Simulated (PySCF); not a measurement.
These 2 structures share the formula C3H11NOSi2. Method: PySCF, PBE0-D3(BJ)/def2-SVP geometry optimisation, gas phase. One conformer each; no zero-point energy, no entropy. No frequencies were run at this level. Point groups hold within 0.08 Å.

Task: Rank from lowest to highest electronic energy at this level (kcal/mol).
A. `[OH:1][CH2:2][C@@H:3]1[CH2:4][SiH2:5][NH:6][SiH2:7]1` with H–O1–C2–C3 -173°, O1–C2–C3–C4 173°, C2–C3–C4–Si5 -161°, C3–C4–Si5–N6 29°, C4–Si5–N6–Si7 -10°, Si5–N6–Si7–C3 -8°
B. `[NH2:1][CH2:2][Si@H:3]1[CH2:4][CH2:5][SiH2:6][O:7]1` with H–N1–C2–Si3 -66° and 50°, N1–C2–Si3–C4 -163°, C2–Si3–C4–C5 87°, Si3–C4–C5–Si6 34°, C4–C5–Si6–O7 -28°, C5–Si6–O7–Si3 10°

Result: B (0.0), A (21.4).

As drawn, the lower has an Si–O bond, which the higher lacks; the higher has an O–H bond, which the lower lacks.

```json
{"SMILES": "NC[Si@H]1CC[SiH2]O1", "E (Eh)": "-829.09841", "E rel (kcal/mol)": "0.0", "dipole (D)": "1.90", "point group": "C1", "A, B, C (MHz)": "3045, 1249, 1041"}
{"SMILES": "OC[C@@H]1C[SiH2]N[SiH2]1", "E (Eh)": "-829.06430", "E rel (kcal/mol)": "21.4", "dipole (D)": "1.53", "point group": "C1", "A, B, C (MHz)": "3372, 1215, 942.2"}
```

Task: How do the relative energies change in single points at PBE0/pcSseg-1 (no added dispersion term) on the same geometries?

Result: 
| SMILES | PBE0-D3(BJ)/def2-SVP (kcal/mol) | PBE0/pcSseg-1 (kcal/mol) | shift |
| --- | --- | --- | --- |
| NC[Si@H]1CC[SiH2]O1 | 0.0 | 0.0 | 0.0 |
| OC[C@@H]1C[SiH2]N[SiH2]1 | 21.4 | 22.4 | +1.0 |

Each column counts from its own lowest isomer. The order is unchanged; the largest shift is 1.0 kcal/mol.
